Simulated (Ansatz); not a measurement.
triplet methylene (CH2), triplet, at a GFN2-xTB geometry; CCSD/6-31G** (Ansatz, a quantum-chemistry and plane-wave program).

Input for Ansatz:
Ansatz 0.2 input:
```yaml
crystal:
  periodic: [false, false, false]
  atoms:
    - {symbol: C, position_ang: [0.00386916, 0.00066529, 0.10150064]}
    - {symbol: H, position_ang: [0.00046091, 0.97908788, -0.31139250]}
    - {symbol: H, position_ang: [-0.02367585, -0.98307960, -0.29761136]}
basis:
  gaussian:
    orbitals: 6-31G__.json
magnetization: {spin_polarized: true, initial_magnetization: 2}
correlation: {method: ccsd}
scf: {lower_state_search: off}
```
The basis file holds 6-31G** in the JSON format of the Basis Set Exchange.

Problem. Predict the main parts of the log of this Ansatz run.

Solution. 
```
Functional definition: HF
these checks for a lower state are left out or cut short: stability, starts, cluster_reference, orbital_swaps, neighbouring_geometries, increment
252 factors; integrals over basis functions are off by at most 6.0e-4 eV
mean field evaluation 1: about -1058.5969 eV, gradient 8.6e0 eV
mean field evaluation 2: about -1058.5990 eV, gradient 8.6e0 eV
mean field evaluation 4: about -1059.1948 eV, gradient 9.0e-1 eV
mean field evaluation 8: about -1059.2074 eV, gradient 2.1e-4 eV
mean field -1059.20740170 eV, -38.9251540560 hartree, gradient 3.0e-6 eV, S^2 2.015747; 0 other end points of the search recorded, 0 dependent functions left out
1 core orbitals not correlated
reference -1059.20740170 eV, -38.9251540560 hartree; 4, 2 occupied and 20, 22 virtual orbitals, 252 factors
second order -2.55171362 eV of doubles, -0.00000000 eV of singles
cycle   1  -2.92290969 eV  change   -3.7e-1 eV  update   3.4e-2
cycle   2  -3.03611488 eV  change   -1.1e-1 eV  update   1.3e-2
cycle   3  -3.04740827 eV  change   -1.1e-2 eV  update   4.9e-3
cycle   4  -3.04781769 eV  change   -4.1e-4 eV  update   1.4e-3
cycle   5  -3.04795310 eV  change   -1.4e-4 eV  update   3.9e-4
cycle   6  -3.04805704 eV  change   -1.0e-4 eV  update   1.4e-4
cycle   7  -3.04806165 eV  change   -4.6e-6 eV  update   4.0e-5
cycle   8  -3.04805890 eV  change    2.7e-6 eV  update   8.7e-6
cycle   9  -3.04806023 eV  change   -1.3e-6 eV  update   2.6e-6
Total energy: -1062.25546193 eV, -39.0371682035 hartree
Checks for a lower state left out: stability, starts, cluster_reference, orbital_swaps, neighbouring_geometries, increment
```
